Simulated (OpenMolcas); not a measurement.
# Se II: Slater's ratio, thermal populations, worked from levels

| Property | Result |
| --- | --- |
| Program | OpenMolcas |
| Basis | ANO-RCC-VTZP [6s5p3d1f] |
| Scalar Hamiltonian | DKH2, point nucleus |
| Active space | 3 electrons in 3 orbitals (4p) |
| State averaging | 2S+1 = 4 odd, 1 root; 2S+1 = 2 odd, 8 roots |
| Spin-orbit coupling | state interaction with AMFI integrals over the reference wave functions, term energies averaged over their components |

Methods: CASSCF; SS-CASPT2, IPEA 0.25 Eh, imaginary shift 0.1 Eh (closed shells correlated: 3d 4s). Measured levels: NIST Handbook of Basic Atomic Spectroscopic Data.

**Slater's ratio.** With one set of orbitals, p3 has 2D* - 4S* = 9 F2 and 2P* - 2D* = 6 F2 (F2 = F²/25), a ratio of 2/3. Term energies are centres of gravity, weighted by 2J + 1.

```csv
Source,2D* - 4S*,2P* - 4S*,F2 from the first,Ratio
CASSCF,17692,29886,1966,0.689
SS-CASPT2,14574,25340,1619,0.739
measured,13538,23609,1504,0.744
```

Energies in cm-1. A ratio away from 2/3 shows effects beyond one configuration with one set of orbitals, and in heavier atoms second-order spin-orbit shifts.

**Thermal populations.** Z = Σ (2J + 1) exp(-E/kT) with k = 0.695035 cm-1/K, over the levels below. No other level of either list lies under 83800 cm-1, which is above 7 kT at each temperature.

| Level | 2J + 1 | SS-CASPT2 | measured |
| --- | --- | --- | --- |
| 4s2 4p3 4S* 3/2 | 4 | 0.0 | 0.0 |
| 4s2 4p3 2D* 3/2 | 4 | 14300 | 13168 |
| 4s2 4p3 2D* 5/2 | 6 | 14750 | 13784 |
| 4s2 4p3 2P* 1/2 | 2 | 24930 | 23038 |
| 4s2 4p3 2P* 3/2 | 4 | 25540 | 23895 |

```json
{"T (K)": "5000", "Z, SS-CASPT2": "4.155", "Z, measured levels": "4.211", "Ground level (%), SS-CASPT2": "96.3", "Ground level (%), measured levels": "95.0"}
{"T (K)": "8000", "Z, SS-CASPT2": "4.791", "Z, measured levels": "4.964", "Ground level (%), SS-CASPT2": "83.5", "Ground level (%), measured levels": "80.6"}
{"T (K)": "12000", "Z, SS-CASPT2": "6.032", "Z, measured levels": "6.328", "Ground level (%), SS-CASPT2": "66.3", "Ground level (%), measured levels": "63.2"}
```

At 12000 K, kT = 8340 cm-1, and the computed levels give Z = 4.000 + 0.720 + 1.024 + 0.101 + 0.187 = 6.032.

Term energies are means over components that CASPT2 splits; among the terms shown or strongly mixed into the levels shown the widest spread is 220 cm-1 (4s2 4p3 2D*, SS-CASPT2). With the s shell closed, the reference lacks s² → p² mixing. Without dynamic correlation excited terms often stand tens of per cent too high (terms of higher spin than the ground term too low), and those without a measured partner can miss by more than the paired ones (holds for CASSCF). Measured partners are found by configuration, term and J. A level has none where our copy of the source lacks it or the pairing is in doubt (some pairs that miss far off the trend of their configuration count as doubtful), and it then counts in no deviation. Only configurations of the active space appear.

* marks odd parity.
